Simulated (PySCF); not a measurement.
**Radial density of Ru+ (ruthenium, charge +1)**

UHF, [Kr] 4d7, high-spin 4F determinant. Calculation: PySCF 2.14, in x2c-TZVPall; the spin-free X2C one-electron Hamiltonian (Gaussian nucleus).

```tsv
r (bohr)	4πr²ρ (e/bohr)	4πr²(ρα − ρβ)
0.0352	50.61	-0.0023
0.0592	50.86	0.0024
0.0996	69.71	0.0705
0.167	49.89	0.3301
0.282	52.64	0.4331
0.474	33.22	-0.0056
0.797	13.33	1.0645
1.34	10.41	2.1446
2.25	2.143	0.7444
3.79	0.1648	0.0485
6.38	0.001102	0.0000
```

Densities and radii are taken from the X2C orbitals without a picture-change correction, which distorts them close to the nucleus.

**Question.** Where is the radial spin density 4πr²(ρα − ρβ) most negative, and why is it negative at all?

**Answer.** Around r = 0.474 bohr, down to -0.0056 e/bohr: exchange with the open shell polarises the paired shells in an unrestricted calculation.
